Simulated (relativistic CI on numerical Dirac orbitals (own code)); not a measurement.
Nb⁺ (4d4) in a crystal field

Calculated by Dirac-Coulomb-Breit CI, KLI orbitals optimised for each configuration, model QED, valence Slater integrals scaled by 0.9, one configuration in a parametric crystal field (own radial code). With so little scaling, terms lie 10 to 35 % too far apart, which can change the order of excited levels.

Field parameters in Wybourne normalisation: D4h B²₀ = −7Ds, B⁴₀ = 21(Dq − Dt), B⁴₄ = 21√(5/14) Dq. The field is a parameter set, without covalency.

S and J are read from ⟨S²⟩ = S(S + 1) and ⟨J²⟩ = J(J + 1) of each level; they are not fictitious spins.

D4h, 10Dq = 11300, Ds = -1500, Dt = -20 cm⁻¹, the lowest 16 levels:

```
E (cm⁻¹)  Degeneracy  Irrep     S     J
     0.0           1     A1  1.97  2.96
    23.2           2      E  1.98  2.96
    90.9           1     B1  2.00  2.97
    90.9           1     B2  2.00  2.97
    2320           1     A1  1.05  4.05
    2323           2      E  1.04  4.07
    5701           1     A1  1.53  3.66
    5705           1     A2  1.54  3.70
    5920           2      E  1.63  3.48
    6031           1     B1  1.75  3.24
    6386           1     B2  0.99  3.94
    6558           2      E  1.49  3.70
    6581           1     B1  1.35  3.64
    6612           1     A1  1.59  3.68
    6619           1     A2  1.58  3.73
    8634           1     B2  0.08  4.71
```

D4h, 10Dq = 11300, Ds = 3000, Dt = -20 cm⁻¹, the lowest 16 levels:

```tsv
E (cm⁻¹)	Degeneracy	Irrep	S	J
0.0	1	A1	1.99	2.92
0.9	1	A2	1.99	2.92
35.9	2	E	2.00	2.97
47.7	1	B1	2.00	2.99
4453	1	A1	0.92	4.19
4674	1	A2	1.01	4.22
4805	2	E	1.01	4.08
4951	1	B2	1.00	3.94
4974	1	B1	1.01	3.90
5799	1	A1	0.24	4.52
10502	2	E	0.24	4.89
11193	1	A2	1.87	3.16
11199	1	A1	1.87	3.17
11212	1	B2	1.85	3.13
11234	2	E	1.87	3.14
11626	1	A1	1.55	3.80
```

D4h, 10Dq = 11300, Ds = 2590, Dt = -20 cm⁻¹, the lowest 16 levels:

| E (cm⁻¹) | Degeneracy | Irrep | S | J |
| --- | --- | --- | --- | --- |
| 0.0 | 1 | A1 | 1.99 | 2.92 |
| 1.0 | 1 | A2 | 1.99 | 2.92 |
| 37.7 | 2 | E | 1.99 | 2.97 |
| 50.0 | 1 | B1 | 2.00 | 2.98 |
| 4199 | 1 | A1 | 0.99 | 4.20 |
| 4325 | 1 | A2 | 1.02 | 4.23 |
| 4453 | 2 | E | 1.01 | 4.09 |
| 4598 | 1 | B2 | 1.00 | 3.93 |
| 4622 | 1 | B1 | 1.01 | 3.90 |
| 6350 | 1 | A1 | 0.10 | 4.56 |
| 10127 | 2 | E | 1.49 | 3.77 |
| 10156 | 1 | A1 | 1.89 | 3.07 |
| 10325 | 1 | B2 | 2.00 | 2.97 |
| 10325 | 1 | B1 | 2.00 | 2.97 |
| 10352 | 2 | E | 1.08 | 4.25 |
| 11189 | 1 | A1 | 1.24 | 4.23 |

D4h, 10Dq = 11300, Ds = 2180, Dt = -20 cm⁻¹, the lowest 16 levels:

```
E (cm⁻¹)  Degeneracy  Irrep     S     J
     0.0           1     A1  1.99  2.92
     1.0           1     A2  1.99  2.92
    40.1           2      E  1.99  2.97
    53.2           1     B1  2.00  2.98
    3868           1     A1  1.01  4.22
    3959           1     A2  1.02  4.24
    4081           2      E  1.01  4.10
    4223           1     B2  1.00  3.93
    4247           1     B1  1.01  3.89
    6928           1     A1  0.06  4.59
    8556           1     A1  1.93  2.98
    8585           2      E  1.94  3.00
    8696           1     B2  2.00  2.97
    8696           1     B1  2.00  2.97
    9777           2      E  0.80  4.51
   10016           1     A1  1.10  4.25
```

D4h, 10Dq = 11300, Ds = 1770, Dt = -20 cm⁻¹, the lowest 16 levels:

```tsv
E (cm⁻¹)	Degeneracy	Irrep	S	J
0.0	1	A1	1.98	2.93
1.2	1	A2	1.99	2.93
43.2	2	E	1.99	2.97
57.4	1	B1	2.00	2.98
3504	1	A1	1.02	4.23
3582	1	A2	1.02	4.25
3695	2	E	1.01	4.10
3831	1	B2	1.01	3.92
3857	1	B1	1.01	3.88
6939	1	A1	1.94	2.96
6970	2	E	1.96	2.97
7070	1	B2	1.99	2.97
7070	1	B1	1.99	2.97
7482	1	A1	0.06	4.64
8586	2	E	1.03	4.24
8658	1	A1	1.07	4.16
```

The free-ion ground term has S = 2. Every field shown keeps that spin.

Levels of this model without a field, named by their leading LS term: 5D_0 0, 5D_1 117, 5D_2 341, 5D_3 655, 5D_4 1045, 3H_4 11307, 3H_5 11576, 3P_0 11833 cm⁻¹.
